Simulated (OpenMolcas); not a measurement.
Multiplet structure of Ba II

* Program: OpenMolcas 26.06
* Method: SS-CASPT2, IPEA 0.25 Eh, imaginary shift 0.1 Eh (closed shells correlated: 5s 5p)
* Basis: ANO-RCC-VTZP [8s7p4d2f1g]
* Scalar Hamiltonian: DKH2, point nucleus
* Active space: 1 electron in 4 orbitals (6s 6p)
* State averaging: 2S+1 = 2 even, 1 root; 2S+1 = 2 odd, 3 roots
* Spin-orbit coupling: state interaction with AMFI integrals over the reference wave functions, term energies averaged over their components

With spin-orbit coupling, above the lowest level:

| Configuration | Term | J | E (cm⁻¹) | Measured (cm⁻¹) | Term weight % |
| --- | --- | --- | --- | --- | --- |
| 6s | ²S | 1/2 | 0.0 | 0.0 | 100 |
| 6p | ²P° | 1/2 | 19951 | 20262 | 100 |
| 6p | ²P° | 3/2 | 20987 | 21952 | 100 |

Against the 2 measured excited levels shown (NIST Handbook of Basic Atomic Spectroscopic Data) the mean absolute deviation is 640 cm-1; the largest miss in energy is 6p ²P°_3/2: computed 20987, measured 21952 cm⁻¹ (-4.4 %).

ANO sets are built for ground and valence states and can reach diffuse excited orbitals poorly. With one active electron, CASPT2 adds the correlation within the correlated inactive shells and between them and that electron, and leaves the splitting within a term as the reference gives it. Computed and measured levels are paired by configuration, term and J; levels that our copy of the source lacks, or whose pairing is in doubt (as where it misses far off the trend of its configuration), stay unpaired and out of the deviations. Only configurations of the active space appear.

The term weight is that of the spin-free term in the level, not the purity of its configuration. ° marks odd parity.
